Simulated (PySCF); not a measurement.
Compound: C₃H₁₀AlFS.
SMILES with atom numbers: `[CH3:1][AlH2-:2][S@+:3]([CH3:4])[CH2:5][F:6]` (hydrogens: H7, H8, H9 on C1; H10, H11 on Al2; H12, H13, H14 on C4; H15, H16 on C5)

Geometry (PBE0-D3(BJ)/def2-SVP, Å), atoms numbered from 1 in this order:
```xyz
16
C3H10AlFS angstrom
C      2.718    0.096   -0.267
Al     1.014    1.046   -0.563
S     -0.489   -0.360    0.876
C     -1.116   -1.620   -0.255
C     -1.951    0.697    1.027
F     -2.394    1.123   -0.177
H      3.038    0.121    0.788
H      2.675   -0.962   -0.580
H      3.525    0.561   -0.859
H      0.273    0.836   -1.971
H      0.717    2.396    0.259
H     -0.250   -2.219   -0.567
H     -1.844   -2.263    0.257
H     -1.557   -1.132   -1.134
H     -2.748    0.126    1.531
H     -1.631    1.550    1.647
```

Computed with core-valence-separated Tamm–Dancoff BHandHLYP/aug-pcX-1 (pcseg-1 on H, def2-SVPD on S, def2-SVPD on Al) in PySCF, non-relativistic, gas phase, PBE0-D3(BJ)/def2-SVP geometry. The energies are unshifted.

The lowest roots of each edge with f over 0.003 (five at most, numbered afresh; weaker and dark ones are left out), with transition dipoles (au) in the frame of the coordinates:

```
root  edge  E (eV)       f       μx       μy       μz
   1     C  284.77  0.0108   0.0164   0.0355   0.0036
   2     C  284.91  0.0106  -0.0093   0.0147  -0.0349
   3     C  285.16  0.0511   0.0288   0.0595   0.0544
   4     C  285.35  0.0091  -0.0165   0.0215   0.0239
   5     C  285.48  0.0143  -0.0078  -0.0090   0.0435
   6     F  685.45  0.0309  -0.0157   0.0154  -0.0369
   7     F  687.51  0.0064   0.0058  -0.0051  -0.0179
   8     F  688.47  0.0076  -0.0146   0.0003  -0.0154
   9     F  688.50  0.0031  -0.0028  -0.0024   0.0130
```

Question: Molecules are fixed in this frame and the field points along y. What effective strengths 3 f cos²θ do the roots have (θ between field and μ)?

Answer: root 1 (C1): 0.026, root 2 (C1): 0.005, root 3 (C4): 0.074, root 4 (C1): 0.010, root 5 (C1): 0.002, root 6 (F6): 0.012, root 7 (F6): 0.001, root 8 (F6): 0.000, root 9 (F6): 0.000. Root 3 is the strongest. Averaged over all orientations cos²θ is 1/3, which gives f back.

Hardware: one thread, Intel Xeon Platinum 8375C at 2.90 GHz (x86_64), shared host with 64 logical CPUs at a one-minute load of 20. Cost: 22 s of wall time, 0.96 GiB resident at most.

One conformer stands for the species.
